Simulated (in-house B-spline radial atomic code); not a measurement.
## OLYP excitations of the gallium ion Ga³⁺

Method: OLYP. Computed with a B-spline radial code for spherical atoms: linear response of the closed shell [Ar] 3d10 with the functional's adiabatic kernel; non-relativistic, point nucleus, no spin-orbit coupling, no double excitations, S, P, D and F terms only. Only terms of natural parity with L up to 3 were computed.

Without relativity these are model numbers for so heavy an element.

Command:
```bash
python run_td.py task.json out
```
Settings (radii: box in bohr, nucleus in fm):
```
Z                        31
electrons                28
configuration            [Ar] 3d10
hamiltonian              nr
method                   optx,lyp
box_radius               23.08
intervals                55
```

Run time, properties included: 0.7 s on 1 thread of Intel(R) Xeon(R) Platinum 8488C (Sapphire Rapids), with other jobs on the host.

The lowest states, in the order of their Tamm-Dancoff energies; the method's threshold (minus the highest occupied level) is 53.10 eV. Labels give the largest channel, * marks a mixed state, and oscillator strengths are full-response dipole values. Semilocal kernels can invert the small singlet-triplet splittings of Rydberg terms. Energies in eV:

```
     state  full response  Tamm-Dancoff  oscillator strength
3d → 4s 3D         16.538        16.566                    -
3d → 4s 1D         17.177        17.189                    -
3d → 4p 3P         25.097        25.130                    -
3d → 4p 3F         25.125        25.145                    -
3d → 4p 1F         25.544        25.551                    -
3d → 4p 1P         26.418        26.495                0.453
3d → 4d 3S          36.74         36.77                    -
3d → 4d 3D          36.89         36.89                    -
3d → 4d 1D          37.24         37.26                    -
3d → 5s 3D          38.12         38.13                    -
3d → 5s 1D          38.28         38.28                    -
3d → 4d 1S              ?             ?                    -
3d → 5p 3P          41.06         41.07                    -
3d → 5p 3F          41.10         41.11                    -
3d → 5p 1F          41.21         41.21                    -
3d → 5p 1P          41.40         41.42               0.0462
3d → 4f 3P          44.26         44.26                    -
3d → 4f 3F          44.27         44.27                    -
3d → 4f 1F          44.29         44.29                    -
3d → 4f 1P              ?             ?                    ?
3d → 5d 3S          44.97         44.98                    -
```

Question: Where does 3d → 4d 1S lie?

Answer: At 39.50 eV in full response, 39.85 eV in Tamm-Dancoff.

Question: Where does 3d → 4f 1P lie?

Answer: At 44.37 eV in full response, 44.38 eV in Tamm-Dancoff, oscillator strength 0.232.

Question: How large is the singlet-triplet splitting of 3d → 4s (D terms) in Tamm-Dancoff?

Answer: 0.623 eV, from the unrounded values.

Question: What polarisabilities and dispersion coefficient does the method give?

Answer: Dipole 1.408 bohr³, quadrupole 2.946 bohr⁵, C6 3.112 hartree·bohr⁶ for two such species.
